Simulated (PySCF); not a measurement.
Computed properties of Si(Br)2(OH)2 (Br₂H₂O₂Si), SMILES O[Si](O)(Br)Br

Br2H2O2Si, SMILES O[Si](O)(Br)Br. Coordinates come from a B3LYP-D3(BJ)/def2-SVP optimisation. Other conformers were not sampled. All values are computed for the isolated molecule unless a solvent is named; none is compared with measurement here.

**Structure.** The optimised structure has C2 symmetry. All 15 harmonic modes at B3LYP-D3(BJ)/def2-SVP (PySCF) are real, so it is a minimum. With heavy atoms numbered as in [OH:1][Si:2]([OH:3])([Br:4])[Br:5], the shortest bond between them is O1–Si2 at 1.647 Å and the longest Si2–Br5 at 2.218 Å.

**Vibrations.** The strongest infrared lines (harmonic, unscaled, degenerate partners summed) lie at 830 cm⁻¹ (388 km/mol, H 69 %, O 20 %, Si 11 %), 493 cm⁻¹ (192 km/mol, Si 75 %, Br 14 %, H 10 %), 779 cm⁻¹ (180 km/mol, H 64 %, O 33 %). The softest mode is at 101 cm⁻¹ and the zero-point energy is 19.3 kcal/mol.

**Electronic structure.** PBE0/def2-TZVP (PySCF) places the frontier levels at -8.57 and -0.40 eV, a gap of 8.17 eV, and gives a dipole moment of 1.75 D and a mean polarisability of 67.2 bohr³. PBE/def2-TZVP (PySCF) at the same geometry gives -7.27 and -1.35 eV, so its gap is 2.25 eV narrower. An orbital gap is neither the optical nor the fundamental gap.

**Excitations.** TDA-ωB97X/def2-SVPD (PySCF) has S1 at 7.08 eV (175 nm, f = 0.057, bright); the most intense of the 10 singlets computed lies at 8.84 eV (f = 0.09). T1 (TDA) is at 6.51 eV, 0.57 eV under S1. TDA-PBE/def2-SVPD (PySCF) puts S1 at 5.87 eV. No vertical singlet excitation falls in the visible range (under 3.1 eV).

**NMR.** GIAO shifts at KT2/pcSseg-1 (PySCF) (non-relativistic, atoms alike by connectivity averaged): ¹H at 3.2 ppm against TMS; ²⁹Si at -2.9 ppm against TMS. Without spin–orbit terms, shifts of atoms bonded to Cl or Br come out too high.

**Solvation.** SMD-PBE0/6-31G* (PySCF) gives -11.0 kcal/mol in water, -9.6 kcal/mol in dimethylsulfoxide, -9.3 kcal/mol in cyclohexanone (1 M in both phases, gas-phase geometry); of these solvents water holds the molecule best.
